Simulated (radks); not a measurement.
The numbers below are computed, except where a source is named.
The table gives one normalised radial function P(r) = r R(r) (large component) of Hf64+ in [He] 2s2 2p4 (r in bohr). Code: a radial shooting solver on a logarithmic mesh with Libxc functionals. Model: Dirac Kohn-Sham, SOGGA, spin-unpolarised, spherical densities, point nucleus; open shells are shared between the two j in proportion to 2j + 1.

r           P
0.0006953  0.0409
0.0008425  0.0498
0.001013   0.0604
0.001227   0.0743
0.001475   0.0912
0.001787   0.1136
0.002165   0.1423
0.002603   0.1777
0.003154   0.2252
0.003821   0.2869
0.004593   0.3631
0.005566   0.4654
0.00669    0.5908
0.008106   0.7570
0.009822   0.9665
0.01181    1.2140
0.01431    1.5251
0.01733    1.8899
0.02083    2.2816
0.02525    2.7139
0.03035    3.1172
0.03677    3.4748
0.04455    3.7022
0.05355    3.7348
0.06489    3.5284
0.07799    3.0950
0.0945     2.4502
0.1145     1.7208
0.1376     1.0707
0.1668     0.5498
0.2021     0.2284
0.2429     0.0773

Which n and l does it have? It may be an empty orbital.

Answer. n = 2, l = 1: the number of nodes gives n - l - 1 = 0, the rise at small r points to l (for j = l - 1/2 the large component starts as r^gamma with gamma = sqrt(l^2 - (Z/c)^2) = 0.85 and the r^(l+1) term takes over further out; the orbital of l - 1 with the same j starts with the same power, but with a larger coefficient, and does not steepen), and the extent must fit the shell. The curve is that of 2p1/2; the two j differ most near the nucleus, where j = l - 1/2 has the larger amplitude, and in heavy atoms j = l - 1/2 is also the more compact. 2p1/2: eigenvalue -16476.9 eV, 0 radial nodes, <r> = 0.0641 bohr, 90 % of the charge inside 0.106 bohr.
